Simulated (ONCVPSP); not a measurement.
# Wu-Cohen ONCV dataset for Kr (Z = 36), scalar-relativistic all-electron reference.

ONCVPSP 4.0.1 was run on this input:

```
# ATOM AND REFERENCE CONFIGURATION
# atsym  z   nc   nv     iexc    psfile
  Kr 36.00    6    2  -118130      upf
#
#   n    l    f
    1    0    2.00
    2    0    2.00
    2    1    6.00
    3    0    2.00
    3    1    6.00
    3    2   10.00
    4    0    2.00
    4    1    5.50
#
# PSEUDOPOTENTIAL AND OPTIMIZATION
# lmax
    1
#
#   l,   rc,      ep,       ncon, nbas, qcut
    0    1.20    0.00    4    7    4.50
    1    1.30    0.00    3    8    5.20
#
# LOCAL POTENTIAL
# lloc, lpopt,  rc(5),   dvloc0
    4    1    0.80    1.00
#
# VANDERBILT-KLEINMAN-BYLANDER PROJECTORs
# l, nproj, debl
    0    2    1.10
    1    2    2.30
#
# MODEL CORE CHARGE
# icmod, fcfact, rcfact
    3    4.50    1.45
#
# LOG DERIVATIVE ANALYSIS
# epsh1, epsh2, depsh
   -3.00    5.00    0.02
#
# OUTPUT GRID
# rlmax, drl
    6.00    0.01
#
# TEST CONFIGURATIONS
# ncnf
    4
# nvcnf
#   n    l    f
    2
    4    0    2.00
    4    1    6.00
#
    2
    4    0    2.00
    4    1    5.00
#
    2
    4    0    2.00
    4    1    4.00
#
    2
    4    0    2.00
    4    1    3.00
#
```

Command:

```bash
oncvpsp.x < Kr.dat > Kr.out
```

Resulting log (shortened: citation, most of the input echo, consistency checks and plot data are left out):

```
ONCVPSP  (Optimized Norm-Conservinng Vanderbilt PSeudopotential)
scalar-relativistic version 4.0.1

#   n    l    f        energy (Ha)
    1    0    2.00    -5.2042742E+02
    2    0    2.00    -6.8711713E+01
    2    1    6.00    -6.0796836E+01
    3    0    2.00    -9.8995842E+00
    3    1    6.00    -7.3790744E+00
    3    2   10.00    -3.2023606E+00
    4    0    2.00    -1.0426863E+00
    4    1    5.50    -5.2332225E-01

Reference configufation results
  iterations    24
  all-electron total energy (Ha)   -2.78951309D+03

Begin loop to  construct optimized pseudo wave functions
and semi-local pseudopoentials for all angular momenta

   Wellstate for l =  0  n =  5
     eigenvalue =   0.0573
     asymptotic potential =   0.5573
     half-point radius =  5.3447

Calculating optimized projector #   1

 for l=   0

    Fraction of norm inside rc  0.269984
    Optimizing pswf for qcut=   4.51 a_B^-1,  ecut=  10.19 Ha
    Residual kinetic energy error=  1.01D-02 Ha

    Energy error per electron        Cutoff
         Ha          eV             Ha
         0.01000     0.27211       10.15
         0.00100     0.02721       25.43
         0.00010     0.00272       68.20
         0.00001     0.00027       96.02

Calculating optimized projector #   2

 for l=   0

    Fraction of norm inside rc  0.049356
    Optimizing pswf for qcut=   4.51 a_B^-1,  ecut=  10.19 Ha
    Residual kinetic energy error=  4.98D-03 Ha

    Energy error per electron        Cutoff
         Ha          eV             Ha
         0.01000     0.27211        8.40
         0.00100     0.02721       30.74
         0.00010     0.00272      101.85
         0.00001     0.00027      120.99

   Wellstate for l =  1  n =  6
     eigenvalue =   1.7767
     asymptotic potential =   2.2767
     half-point radius =  3.8657

Calculating optimized projector #   1

 for l=   1

    Fraction of norm inside rc  0.209890
    Optimizing pswf for qcut=   5.20 a_B^-1,  ecut=  13.54 Ha
    Residual kinetic energy error=  1.24D-03 Ha

    Energy error per electron        Cutoff
         Ha          eV             Ha
         0.01000     0.27211        5.34
         0.00100     0.02721       14.12
         0.00010     0.00272       49.74
         0.00001     0.00027      122.11

Calculating optimized projector #   2

 for l=   1

    Fraction of norm inside rc  0.071533
    Optimizing pswf for qcut=   5.20 a_B^-1,  ecut=  13.54 Ha
    Residual kinetic energy error=  2.85D-03 Ha

    Energy error per electron        Cutoff
         Ha          eV             Ha
         0.01000     0.27211        5.98
         0.00100     0.02721       49.33
         0.00010     0.00272      175.49

Construct Vanderbilt / Kleinmman-Bylander projectors

B matrix Hermiticity error, ll=   0
   1   2    6.9483E-05

  Orthonormal projector coefficients  3.5428E+01  6.0605E+00

B matrix Hermiticity error, ll=   1
   1   2   -1.4495E-04

  Orthonormal projector coefficients  1.2643E+01  3.1348E+00

Model core correction analysis
  based on d2Exc/dn_idn_j

d2excae - all-electron derivatives

   -2.943496D-02   -2.471808D-02
   -2.471840D-02   -2.425462D-02

d2excps - pseudofunction derivatives with no core correction

   -3.650344D-02   -2.884348D-02
   -2.884464D-02   -2.658317D-02

rms 2nd derivative error    4.728382E-03

rmatch, rhocmatch    1.0638    2.9807

Teter function model core charge with specified parameters

d2excps - pseudofunction derivatives with core correction

   -2.822739D-02   -2.381828D-02
   -2.381837D-02   -2.353464D-02

rms 2nd derivative error    9.481917E-04

Pseudoatom total energy  -18.411641

Diagnostic tests using Vanderbilt-Kleinman-Bylander pseudopotentials
  1 or more projectors used as specified by nproj input data

   l    rcore       rmatch      e in        delta e   norm test  slope test

   0   1.2062265   1.2428501  -1.0426863  -0.0000055   1.0000501   1.0000125
   0   1.2062265   1.2428501   0.0573137  -0.0018193   1.3367724   1.3367724

   1   1.3037749   1.3433603  -0.5233223   0.0000160   1.0000029   0.9999180
   1   1.3037749   1.3433603   1.7766777   0.0011426   1.0001401   1.0001401

 Testing for bound ghosts
   n   l    E NL Schr. Eq   E Basis Diag.   E Cutoff

   1   0       -1.042692       -1.029257    127.83

   2   1       -0.523306       -0.495270    176.60

 Testing for highly-localized positive-energy ghosts
       l    <radius>/rc     E Basis Diag.   E Cutoff

       0        0.273294        0.066919    127.83  WARNING - GHOST(+)

Test configuration 0

   n   l     f        eae           eps        diff
   1   0  2.0000 -520.42741969
   2   0  2.0000  -68.71171321
   2   1  6.0000  -60.79683587
   3   0  2.0000   -9.89958424
   3   1  6.0000   -7.37907438
   3   2 10.0000   -3.20236057
   4   0  2.0000   -1.04268627   -1.04269179   -5.51D-06
   4   1  5.5000   -0.52332225   -0.52330628    1.60D-05

    Total energies and differences
      AE_ref= -2.78951309D+03  AE_tst= -2.78951309D+03  dif=  0.00D+00
      PS_ref= -1.84116411D+01  PS_tst= -1.84116411D+01  dif= -1.07D-14
      PSP excitation error=  1.07D-14

Test configuration 1

   n   l     f        eae           eps        diff
   1   0  2.0000 -520.21402826
   2   0  2.0000  -68.49977334
   2   1  6.0000  -60.58469419
   3   0  2.0000   -9.68879470
   3   1  6.0000   -7.16832162
   3   2 10.0000   -2.99181211
   4   0  2.0000   -0.84757371   -0.84751147    6.22D-05
   4   1  6.0000   -0.33960320   -0.33956605    3.71D-05

    Total energies and differences
      AE_ref= -2.78951309D+03  AE_tst= -2.78972825D+03  dif= -2.15D-01
      PS_ref= -1.84116411D+01  PS_tst= -1.86268312D+01  dif= -2.15D-01
      PSP excitation error=  2.80D-05

Test configuration 2

   n   l     f        eae           eps        diff
   1   0  2.0000 -520.65876881
   2   0  2.0000  -68.94088971
   2   1  6.0000  -61.02630729
   3   0  2.0000  -10.12701831
   3   1  6.0000   -7.60644764
   3   2 10.0000   -3.42943086
   4   0  2.0000   -1.25000937   -1.25015796   -1.49D-04
   4   1  5.0000   -0.71878953   -0.71884356   -5.40D-05

    Total energies and differences
      AE_ref= -2.78951309D+03  AE_tst= -2.78920308D+03  dif=  3.10D-01
      PS_ref= -1.84116411D+01  PS_tst= -1.81015624D+01  dif=  3.10D-01
      PSP excitation error= -6.67D-05

Test configuration 3

   n   l     f        eae           eps        diff
   1   0  2.0000 -521.16962077
   2   0  2.0000  -69.44500189
   2   1  6.0000  -61.53131622
   3   0  2.0000  -10.62565694
   3   1  6.0000   -8.10488193
   3   2 10.0000   -3.92693795
   4   0  2.0000   -1.69541392   -1.69616747   -7.54D-04
   4   1  4.0000   -1.13968248   -1.14010260   -4.20D-04

    Total energies and differences
      AE_ref= -2.78951309D+03  AE_tst= -2.78827711D+03  dif=  1.24D+00
      PS_ref= -1.84116411D+01  PS_tst= -1.71752171D+01  dif=  1.24D+00
      PSP excitation error= -4.46D-04

Test configuration 4

   n   l     f        eae           eps        diff
   1   0  2.0000 -521.73850121
   2   0  2.0000  -70.00362026
   2   1  6.0000  -62.09128077
   3   0  2.0000  -11.17583488
   3   1  6.0000   -8.65472940
   3   2 10.0000   -4.47539996
   4   0  2.0000   -2.17533433   -2.17731989   -1.99D-03
   4   1  3.0000   -1.59454850   -1.59582293   -1.27D-03

    Total energies and differences
      AE_ref= -2.78951309D+03  AE_tst= -2.78691283D+03  dif=  2.60D+00
      PS_ref= -1.84116411D+01  PS_tst= -1.58098957D+01  dif=  2.60D+00
      PSP excitation error= -1.49D-03
```

The run took about 4.8 s on one core of a shared server CPU.
